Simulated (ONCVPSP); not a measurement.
**Which change was made? (I, ONCV)**

- Element: I
- Generator: ONCVPSP 4.0.1
- Type: optimised norm-conserving Vanderbilt (ONCV)
- Functional: BLYP
- Relativity: scalar-relativistic
- Frozen core: [Kr]
- Valence charge: 17
- Reference configuration: 4d10 5s2 5p5
- Partial waves: 5s: rc 1.45 bohr, ncon 5, nbas 9, qcut 4 1/bohr, 2 projectors, debl 0.5 Ha; 5p: rc 2.05 bohr, ncon 5, nbas 8, qcut 4.6 1/bohr, 2 projectors, debl 2.9 Ha; 4d: rc 1.05 bohr, ncon 4, nbas 9, qcut 11.9 1/bohr, 2 projectors, debl 0.9 Ha
- Local potential: polynomial inside 0.95 bohr (lpopt 5, dvloc0 4 Ha)
- Core correction: none

In the s channel the program set the typed energies aside and used -0.635, 0.250 Ha. In the d channel the program set the typed energies aside and used -1.840, 0.250 Ha.

Cutoffs, loose and tight: the cutoffs (Ha) at which the residual kinetic energy of the hardest occupied pseudo-wave falls to 1 and 0.1 mHa per electron. They do not see the model core or the augmentation charge, which bear on the density cutoff. Test errors are all-electron minus pseudo excitation energies from the reference, over the configurations 4d10 5s2 5p4; 4d10 5s2 5p3; 4d10 5s2 5p2; 4d9 5s2 5p5; variants that change the core or the reference have their own tests. The largest error is taken over the tests solved by every variant that gives reliable tests at all, those not shown here included: 4d10 5s2 5p3; 4d10 5s2 5p4; 4d9 5s2 5p5.

The base gives: outcome: generated, projector energies reset by the program; cutoff, loose: 103 Ha; cutoff, tight: 116 Ha; bound ghosts: s; GHOST(+) flags above zero: s, p; largest test error (meV): -321.

**Question.** After one change the result is: outcome: generated, projector energies reset by the program; cutoff, loose: 56 Ha; cutoff, tight: 64 Ha; bound ghosts: s; GHOST(+) flags above zero: p; largest test error (meV): -310. Which change was it?
A. s: rc 1.6
B. s: rc 1.4
C. s: rc 2.04

**Answer.** C. The others give: s: rc 1.4 → outcome: failed: optimize: ERROR ps0norm > uunorm, code will stop | s: rc 1.6 → outcome: generated, projector energies reset by the program; cutoff, loose: 70 Ha; cutoff, tight: 89 Ha; bound ghosts: s; GHOST(+) flags above zero: s, p; largest test error (meV): -332.
